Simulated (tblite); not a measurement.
Species: CH9FNSi4 (doublet state).
Numbering: `[F:1][SiH:2][Si@@H:3]1[CH2:4][SiH2:5][N:6]1[SiH3:7]` (hydrogens: H8 on Si2; H9 on Si3; H10, H11 on C4; H12, H13 on Si5; H14, H15, H16 on Si7)

Computed with GFN2-xTB (tblite), gas phase: L-BFGS steps from a force-field or distance-geometry start until the largest atomic force falls under 0.01 eV/Å.

Geometry at step 7:
```
atom  x, y, z in Å
F1      3.5918    0.4352   -1.6073
Si2     2.0480    0.9275   -1.8572
Si3     0.9471    0.0323   -0.0895
C4      0.6400   -1.8485   -0.0750
Si5    -1.1645   -1.4343    0.3547
N6     -0.8092    0.2063   -0.1329
Si7    -1.6513    1.5354    0.5631
H8      2.2886    2.3773   -1.7641
H9      1.2556    0.4731    1.2814
H10     0.7124   -2.2726   -1.0676
H11     1.2320   -2.4628    0.5925
H12    -2.2703   -2.0800   -0.3487
H13    -1.3578   -1.3983    1.7986
H14    -1.0915    2.7463   -0.0452
H15    -3.0927    1.3181    0.4026
H16    -1.2857    1.4541    1.9832
```

Q: Give the atomic forces at this geometry.

A: 
```
atom  Fx (eV/Å)  Fy (eV/Å)  Fz (eV/Å)
  F1     -0.044      0.036     -0.038
 Si2     -0.127      0.065      0.128
 Si3      0.120      0.061      0.014
  C4     -0.009     -0.054     -0.098
 Si5     -0.021     -0.183      0.096
  N6     -0.104      0.014     -0.231
 Si7      0.007      0.032      0.044
  H8      0.053      0.005     -0.135
  H9      0.283     -0.022      0.127
 H10      0.106     -0.157     -0.132
 H11     -0.090     -0.017      0.054
 H12      0.104      0.137     -0.036
 H13     -0.134     -0.254      0.146
 H14     -0.114     -0.050     -0.006
 H15      0.158      0.077     -0.070
 H16     -0.189      0.311      0.138
```

The largest, 0.39 eV/Å, acts on H16; the rms over all components is 0.121 eV/Å. The forces sum to zero within rounding, as they must for an isolated molecule in no field.

Q: Give the force on H16 in Eh/bohr and in nN.

A: 0.389 eV/Å ÷ 51.422 = 0.00757 Eh/bohr, and 0.389 eV/Å × 1.602 = 0.62 nN.

Q: How far is this geometry from the end of the optimisation?

A: 0.366 eV above it, and 0.512 Å rms away after alignment. The bonds farthest from their final lengths, with half the difference of the two atoms' forces along the bond (positive lengthens):

| bond | now (Å) | final (Å) | force along bond (eV/Å) |
| --- | --- | --- | --- |
| Si3–C4 | 1.906 | 1.918 | +0.07 |
| Si3–H9 | 1.473 | 1.480 | +0.06 |
| Si2–Si3 | 2.267 | 2.272 | -0.10 |
| Si3–N6 | 1.765 | 1.770 | +0.11 |
| C4–H10 | 1.082 | 1.086 | +0.04 |
| Si5–H13 | 1.457 | 1.462 | +0.03 |

The angle farthest from its final value is Si3–Si2–H8, 114.8° against 125.6°.

The cost below is that of the whole relaxation. Hardware: Arm Neoverse V1, one thread (shared host). Cost: 1.1 s of wall time.
